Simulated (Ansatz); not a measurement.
`CO[SiH2]N[SiH2]O` from Hartree–Fock to CCSD(T)

Z-matrix (Å, degrees):
```
C
O 1 1.412
H 1 1.096 2 111.3
H 1 1.096 2 111.6 3 121.3
H 1 1.091 2 108.4 3 -119.2
Si 2 1.654 1 121.6 3 -59.9
N 6 1.718 2 111.1 1 -68.3
H 6 1.477 2 103.3 1 171.0
H 6 1.488 2 110.3 1 50.4
Si 7 1.729 6 123.7 2 -54.4
H 7 1.009 6 117.1 2 112.8
O 10 1.640 7 107.3 6 9.8
H 10 1.490 7 108.0 6 132.5
H 10 1.483 7 114.0 6 -106.7
H 12 0.963 10 117.0 7 34.8
```

Charge 0, multiplicity 1. The geometry is a stationary point of PBE0-D4/def2-TZVP. It is one conformer, not always the lowest. Frozen core, restricted reference, Ansatz. CBS rows extrapolate triple and quadruple zeta; past MP2 they add the triple-zeta difference.

```tsv
basis	HF (Eh)	MP2 corr.	CCSD corr.	(T)	CCSD(T) total
def2-TZVPP	-825.43293	?	-1.16101	-0.04217	?
def2-QZVPP	?	-1.19489	–	–	–
CBS(def2)	?	-1.25749	?	as TZ	?
```

Problem. Fill in the withheld values. (An estimate is asked.)

Solution. Computed: def2-TZVPP MP2 corr.: -1.11038; def2-TZVPP CCSD(T) total: -826.63611; def2-QZVPP HF (Eh): -825.46418; CBS(def2) HF (Eh): -825.46849; CBS(def2) CCSD corr.: -1.30812; CBS(def2) CCSD(T) total: -826.81878.
